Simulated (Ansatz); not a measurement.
Geometry optimisation, RKS BLYP/def2-SVP (Ansatz).

Input file:

```yaml
crystal:
  periodic: [false, false, false]
  atoms:
    - { symbol: Ti, position_ang: [0.0, 0.0, 0.0] }
    - { symbol: "N", position_ang: [0.0, 0.0, 2.41] }
    - { symbol: H, position_ang: [-0.877, -0.2713, 2.94] }
    - { symbol: H, position_ang: [0.877, 0.2713, 2.94] }
    - { symbol: Cl, position_ang: [2.2349, 0.0, -0.7892] }
    - { symbol: Cl, position_ang: [-1.1163, 1.9339, -0.7892] }
    - { symbol: Cl, position_ang: [-1.1163, -1.9339, -0.7892] }
    - { symbol: S, position_ang: [1.4092, -2.1399, 0.8514] }
    - { symbol: H, position_ang: [0.6242, -3.2932, 0.7342] }
    - { symbol: H, position_ang: [0.7399, -1.1236, 2.1183] }
basis:
  gaussian: { orbitals: def2-SVP }
hamiltonian:
  xc: blyp
relax:
  f_tol: 0.15
  max_steps: 25
  restrain:
    - { distance: [0, 7], at: 3.6, k: 30.0 }
    - { distance: [9, 1], at: 2.26, k: 30.0 }
    - { distance: [0, 1], at: 2.06, k: 30.0 }
    - { distance: [9, 7], at: 1.4, k: 30.0 }
```

Launched with:

```bash
$ ansatz run input.yaml --threads 4 --pin off --max-ram 5120MiB --backend cpu --events-out ev --progress --plain --runs-dir out
```

Where does it end, and by what steps?

It converged. The restraints hold the end off the free minimum; the threshold counts their pulls, which the force column leaves out. Restrained pairs: Ti1–S8 (2.70 → 3.61 Å), N2–H10 (1.38 → 2.26 Å), Ti1–N2 (2.41 → 2.00 Å), S8–H10 (1.76 → 1.39 Å). After 7 steps the energy has fallen by 2.487 eV (the restraints' own energy left out); H10 moved furthest, 0.86 Å.

```tsv
step	energy less start (eV)	largest force component (eV/Å)	accepted
0	0.0000	1.690	yes
1	0.0651	2.447	yes
2	-0.1836	3.132	yes
3	-1.0131	2.696	yes
4	-2.0950	1.113	yes
5	-2.3624	1.552	yes
6	-2.4685	1.814	yes
7	-2.4866	1.743	yes
```

```xyz
10
Properties=species:S:1:pos:R:3
Ti -0.019 0.117 0.053
N -0.007 0.086 2.054
H -0.880 0.044 2.599
H 0.730 0.574 2.582
Cl 2.017 0.541 -0.667
Cl -1.242 1.888 -0.467
Cl -1.160 -1.595 -0.786
S 1.730 -2.799 1.259
H 0.596 -3.478 0.929
H 1.012 -1.933 2.070
```

The run took 26 s on 4 threads of Arm Neoverse V1 (shared host), peak memory 0.25 GiB.
